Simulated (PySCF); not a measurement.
CH4Cl3NSn, SMILES C[NH][Sn]([Cl])([Cl])[Cl].

Coordinates come from a B3LYP-D3(BJ)/def2-SVP optimisation. The def2 effective core potentials stand for the cores of Sn; spin–orbit coupling is left out. One conformer was computed; it need not be the lowest.

Computed with TDA-M06-2X/def2-SVPD run with PySCF 2.14.0.

Vertical excitations. The molecule is in vacuum.

Computed excitation energies, oscillator strengths and character:
```csv
state,energy (eV),λ (nm),f,main pairs
S1,4.48,277,0.048,HOMO→LUMO 92 %
S2,5.71,217,0.002,HOMO−1→LUMO 92 %
S3,5.89,210,0.025,HOMO−2→LUMO 80 %
S4,5.96,208,0.026,HOMO−3→LUMO 77 %
S5,6.11,203,0.067,HOMO−4→LUMO 72 %
S6,6.15,202,0.035,"HOMO−6→LUMO 63 %, HOMO−5→LUMO 19 %"
S7,6.21,200,0.065,"HOMO−5→LUMO 58 %, HOMO−6→LUMO 15 %"
S8,6.67,186,0.009,HOMO→LUMO+1 79 %
S9,6.73,184,0.013,HOMO→LUMO+2 90 %
S10,7.23,171,0.011,"HOMO−7→LUMO 43 %, HOMO→LUMO+3 35 %, HOMO→LUMO+4 7 %"
T1,3.88,319,0,HOMO→LUMO 89 %
T2,5.36,231,0,HOMO−1→LUMO 91 %
T3,5.44,228,0,HOMO−2→LUMO 90 %
T4,5.51,225,0,HOMO−3→LUMO 88 %
```
Triplets are in the Tamm–Dancoff approximation.
